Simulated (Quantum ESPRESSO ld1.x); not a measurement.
Values are calculated unless marked as measured or tabulated.
Ho V, 63 electrons, occupied as [Xe] 4f9. Code: ld1.x of Quantum ESPRESSO 7.5. Model: scalar-relativistic Kohn-Sham, LDA (Slater exchange, Perdew-Zunger correlation), spin-unpolarised, spherical densities, point nucleus.

Radial electron density D(r) = 4 pi r^2 rho(r):

| r (bohr) | D(r) (e/bohr) |
|---|---|
| 0.003425 | 30.83 |
| 0.004495 | 42.89 |
| 0.005948 | 57.52 |
| 0.007807 | 72.14 |
| 0.01033 | 84.39 |
| 0.01356 | 89.93 |
| 0.01794 | 87.48 |
| 0.02355 | 81.23 |
| 0.03116 | 81.28 |
| 0.0409 | 95.32 |
| 0.05411 | 115.4 |
| 0.07103 | 118.2 |
| 0.09398 | 99.61 |
| 0.1234 | 91.59 |
| 0.1632 | 105.5 |
| 0.2142 | 96.82 |
| 0.2835 | 58.88 |
| 0.3721 | 49.01 |
| 0.4923 | 56.91 |
| 0.6462 | 41.64 |
| 0.855 | 21.48 |
| 1.122 | 13.47 |
| 1.485 | 7.863 |
| 1.949 | 2.778 |
| 2.579 | 0.4489 |
| 3.385 | 0.03046 |
| 4.479 | 0.0005751 |

D(r) has 4 maxima, at r = 0.0142, 0.0640, 0.178, 0.481 bohr, and minima at 0.0274, 0.117, 0.346 bohr, inside which lie 1.93, 11.14, 29.55 electrons.
